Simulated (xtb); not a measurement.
BiBr₃, charge -1, doublet, geometry from GFN2-xTB (such geometries of metal compounds can be far from the true shape) (a state made from the parent by changing its charge; the spin is typed, not shown lowest).

The xtb input:
```
$ xtb mol.xyz --gfn 1 --chrg -1 --uhf 1 --json

# file mol.xyz
4

Bi    -0.00000000    -0.00000000    -0.00000000
Br    -2.13828311    -1.82340179     0.00492913
Br    -0.50997611     2.76350571    -0.00579500
Br     2.64825922    -0.94010392     0.00086588
```

### Question
What does this run give for the total energy, partial charges in atom order?

### Answer

- total energy = -14.1233 Eh
- partial charges in atom order = Bi1 0.29, Br2 -0.43, Br3 -0.43, Br4 -0.43
